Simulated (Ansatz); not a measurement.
CH6BFGeSi (`[F][GeH]1[CH2][B]1[SiH3]`), charge 0, multiplicity 1.

(1) Give a relaxed structure at PBE0-D4/def2-TZVP (Ansatz). (An estimate is asked.)

## Answers

(1) Computed: 
Cartesian coordinates in Å:
```
F 2.510 1.445 -0.398
Ge 1.763 0.122 0.450
C -0.339 -0.057 1.515
B -0.106 -0.387 0.116
Si -1.157 -0.337 -1.571
H 2.582 0.058 1.755
H 0.326 -0.235 2.364
H -1.275 0.399 1.840
H -0.559 0.604 -2.558
H -1.178 -1.689 -2.196
H -2.566 0.075 -1.316
```
This is one stationary point; other conformers may exist.
